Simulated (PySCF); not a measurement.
## Does the structure fit the spectrum?

A compound C$_{5}$H$_{6}$N$_{2}$ gives the data below (simulated from a calculation) and was assigned the structure `Cc1ncccn1`.

13C{1H} NMR (computed): δ 137.5 (CH), 120.2 (C), 115.8 (C), 45.2 (CH), 37.1 (CH3).

1H NMR (300 MHz, computed): δ 7.84 (d, 1H), 3.46 (m, 1H), 2.72 (s, 3H), 0.78 (br s, 1H).

PySCF 2.14 calculation with σ from GIAO-PBE0/pcSseg-1 and geometry from GFN2-xTB; relativity neglected, rapidly exchanging positions averaged, a single conformation, no solvent model.

Shifts are taken against calculated references (same method and geometry level): 1H (σ = 31.72 ppm) and 13C (σ = 186.93 ppm) against TMS.

(1) Compare with the shifts computed for the proposed structure, pairing carbons in order of shift.

(2) Which isomer fits?

## Answers

(1) Atoms are numbered as in `[CH3:1][c:2]1[n:3][cH:4][cH:5][cH:6][n:7]1`; H(Xn) means a hydrogen on atom n.

```json
{"atom": "C2", "computed for proposal": "175.3", "given list": "137.5", "difference": "+37.8"}
{"atom": "C4", "computed for proposal": "163.1", "given list": "120.2", "difference": "+42.9"}
{"atom": "C6", "computed for proposal": "163.1", "given list": "115.8", "difference": "+47.3"}
{"atom": "C5", "computed for proposal": "123.2", "given list": "45.2", "difference": "+78.0"}
{"atom": "C1", "computed for proposal": "29.4", "given list": "37.1", "difference": "-7.7"}
```

The rms difference is 48.3 ppm and the largest +78.0 ppm at C5 (aromatic CH). The proposal also would give 4 carbon signals, not 5. The carbon types in order of shift don't match either: C, CH, CH, CH, CH3 for the proposal against CH, C, C, CH, CH3 in the data. The proposal doesn't fit.

(2) `InChI=1S/C5H6N2/c1-7-5-2-4(5)3-6/h2,5,7H,1H3/t5-/m1/s1`.

- Carbon types of the structure: 2 × C, 2 × CH, 1 × CH3, leaving 1 H on heteroatoms.
- δC 137.5: alkene CH; as expected for a trigonal carbon in a double bond.
- δC 120.2: fully substituted alkene carbon; an sp2 carbon of a C=C bond.
- δC 115.8: nitrile carbon; typical of a nitrile.
- δH 7.84: hydrogen on an alkene CH; olefinic region.

The data come from this structure; uniqueness wasn't tested.

OH/NH shifts are gas-phase values; hydrogen bonding in solution moves them, usually downfield. Shifts are as computed. Against solution values, carbons near 30 ppm lie about +3 ppm off and those near 130 ppm about +5 ppm. Of 1211 compounds with measured shifts, 218 miss one by over three times the rms of a fit or turn the order of signals round; such compounds aren't used in these exercises. Multiplicities follow the n + 1 count of equivalent neighbours, as no J values were calculated; m marks all less simple cases, F and P coupling included.
